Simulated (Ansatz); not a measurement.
Relaxation of C2H7NOSi (12 atoms, charge 0, multiplicity 1), to a largest force component of 0.015 eV/Å in at most 40 steps.

Theory: RKS PBE-D4/def2-SVP (Ansatz 0.2.0).

```xyz
12
Properties=species:S:1:pos:R:3:forces:R:3
N -1.044 1.224 0.308 -0.42 1.62 -0.46
C -0.306 0.071 -0.033 0.19 0.24 -0.44
Si 1.568 0.244 -0.167 0.92 0.19 1.06
C -0.755 -1.290 0.298 -3.68 1.55 0.52
O -0.915 -0.762 -1.041 0.40 -1.11 -0.09
H -0.924 2.008 -0.405 0.40 -1.08 0.88
H -2.057 1.050 0.198 0.07 -0.35 0.36
H 2.256 -1.023 -0.592 -0.26 -0.09 -0.04
H 2.183 0.621 1.211 -0.37 -0.17 -0.60
H 1.962 1.307 -1.108 0.05 0.45 -0.43
H -1.756 -1.381 0.896 1.30 0.15 -0.80
H -0.132 -2.124 0.468 1.42 -1.39 0.05
```

Problem. Where does it end, and by what steps?

Solution. It converged. After 7 steps the energy has fallen by 0.332 eV; H7 moved furthest, 0.19 Å.

```tsv
step	energy less start (eV)	largest force component (eV/Å)	accepted
0	0.0000	3.683	yes
1	-0.2868	1.043	yes
2	-0.3223	0.285	yes
3	-0.2866	0.864	no
4	-0.3310	0.102	yes
5	-0.3317	0.099	yes
6	-0.3319	0.047	yes
7	-0.3324	0.013	yes
```

```xyz
12
Properties=species:S:1:pos:R:3
N -1.009 1.213 0.314
C -0.282 0.049 -0.033
Si 1.606 0.276 -0.141
C -0.838 -1.286 0.264
O -0.806 -0.844 -1.091
H -0.869 1.964 -0.372
H -2.019 1.038 0.389
H 2.225 -1.034 -0.537
H 2.186 0.733 1.170
H 1.900 1.316 -1.190
H -1.843 -1.343 0.733
H -0.175 -2.136 0.528
```

Whether the end is a true minimum wasn't checked by a vibrational analysis.

Time of the run: 22 s on 2 threads of Arm Neoverse V1 (shared host), peak memory 0.15 GiB.
